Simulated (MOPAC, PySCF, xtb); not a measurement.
Noncovalent pair: NH3 (SMILES N) (first 4 atoms) with H2Se (SMILES [SeH2]); geometry from B3LYP-D3(BJ)/def2-TZVP, rigid monomers moved along the line of their centres of mass till N1···H7 is 2.47 Å.
(charge 0, multiplicity 1):
| atom | x (Å) | y (Å) | z (Å) |
|---|---|---|---|
| N | -0.0681 | -0.1982 | 0.0157 |
| H | -0.9794 | -0.3057 | -0.4151 |
| H | 0.3835 | 0.6005 | -0.4148 |
| H | 0.4788 | -1.0217 | -0.2082 |
| Se | -0.4065 | 0.2461 | 3.9350 |
| H | 0.9213 | 0.8658 | 4.0562 |
| H | -0.2560 | 0.0934 | 2.4636 |

Interaction energies are E(AB) − E(A) − E(B) at the monomers' geometry in the complex; basis-set methods are counterpoise corrected. Rows marked so take none.

Rows in 3-21G, STO-3G carry no dispersion term and start afresh at each structure; the Pople sets are all-electron and without relativity. The state that AM1 reach isn't checked.

Codes used: MOPAC for AM1 (differences of heats of formation); PySCF for 3-21G rows, STO-3G rows; xtb for the GFN methods. 

Problem. One of these levels gives -180.7 meV for the interaction energy. Name it.
(A) GFN1-xTB
(B) AM1
(C) HF/STO-3G (no counterpoise)
(D) HF/3-21G (no counterpoise)

Solution. D, HF/3-21G (no counterpoise). The others give -34.4 (AM1), -83.6 (GFN1-xTB), -105.5 (HF/STO-3G (no counterpoise))
